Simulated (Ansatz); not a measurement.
Basis-set extrapolation for C3H10OSi, SMILES `CC(C)O[SiH3]` (PBE0-D4/def2-TZVP geometry, frozen core, the Gaussian-basis code of Ansatz). Multiplicity 1, RHF reference.

```tsv
	def2-TZVPP	def2-QZVPP
HF	-483.349054	-483.367930
MP2 correlation	-0.893303	-0.954966
CCSD(T) correlation	-0.984900	not run
```

Energies in hartree. Use E(X) = E(∞) + A·exp(−7.88·√X) for Hartree–Fock and E(X) = E(∞) + B·X^(−2.97) for correlation, with X = 3 and 4, and add CCSD(T) minus MP2 of the smaller set to the MP2 limit.

Problem. What is the CCSD(T) energy at the basis-set limit?

Solution. HF limit: -483.367930 + (-0.018876) × 0.13774 = -483.37053. MP2 limit: -0.954966 + (-0.061663) × 0.74074 = -1.00064. Higher-order term: -0.984900 − (-0.893303) = -0.09160. Total: -484.46277 hartree, 3.51 eV below CCSD(T)/def2-TZVPP.
